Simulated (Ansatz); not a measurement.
Input file for Ansatz (a quantum-chemistry and plane-wave program): R-B3LYP/def2-TZVPPD on AsH3 (SMILES [AsH3]) with ghost functions, monomers drawn apart or pushed together. Files ending in .json are basis or fitting sets from the Basis Set Exchange.

Ansatz 0.2 input:
```yaml
crystal:
  periodic: [false, false, false]
  atoms:
    - {symbol: As, position_ang: [-0.25056727, -0.23204398, 4.22922837]}
    - {symbol: H, position_ang: [-0.82424616, 0.81827521, 3.28227729]}
    - {symbol: H, position_ang: [-0.15041204, -1.26730809, 3.11245217]}
    - {symbol: H, position_ang: [1.17776003, 0.24890783, 3.98957113]}
basis:
  gaussian:
    orbitals: def2-TZVPPD.json
    ghost_atoms:
      - {symbol: Cl, position_ang: [1.20790380, 0.53037820, 0.65711566]}
      - {symbol: H, position_ang: [0.72764192, 0.27999148, 1.82364411]}
hamiltonian:
  xc: {name: B3LYP}
scf: {lower_state_search: off}
```

The head of its log:

```
WARN ansatz: RAYON_NUM_THREADS=1 ignored (pool sized by the plan → 1); use --threads N
Functional definition: B3LYP
these checks for a lower state are left out or cut short: stability, starts, cluster_reference, orbital_swaps, neighbouring_geometries, increment
integrals: 0.08 GiB planned
984 factors; their error is unknown
mean field: 0.71 GiB planned
mean field evaluation 1: about -60890.7362 eV, gradient 1.3e1 eV
mean field evaluation 2: about -60890.9691 eV, gradient 8.2e0 eV
```

Task: What total energy does the run end on?

Result: -2237.7119 hartree.
